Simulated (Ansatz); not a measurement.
Mulliken charges of `[NH2][V]([OH])(=[S])[Cl]` from r2SCAN/def2-TZVPP in Ansatz (PBE0-D4/def2-TZVP geometry).

```tsv
atom	x (Å)	y (Å)	z (Å)	charge (e)
N1	-0.876	1.006	0.317	-0.448
V2	0.370	-0.130	-0.316	0.836
O3	0.651	-1.400	0.850	-0.444
S4	-0.327	-0.826	-2.047	-0.268
Cl5	2.224	0.943	-0.636	-0.271
H6	-1.684	1.367	-0.166	0.188
H7	-0.823	1.324	1.277	0.175
H8	0.558	-2.339	0.667	0.233
```

By hand: the dipole of these point charges (1 e Å = 4.8032 D).

Σ q r = (-0.433, -0.028, 0.285) e Å, of length 0.519 e Å = 2.49 D.

How does the dipole of the full density compare? (Estimate.)

The calculation gave: (-0.494, -0.078, 0.377) e Å, 3.01 D; the point charges give 0.83 times that, at 6° from its direction.

Point charges leave out the atoms' own dipoles, such as those of lone pairs, and Mulliken's split depends on the basis, so the two needn't agree.
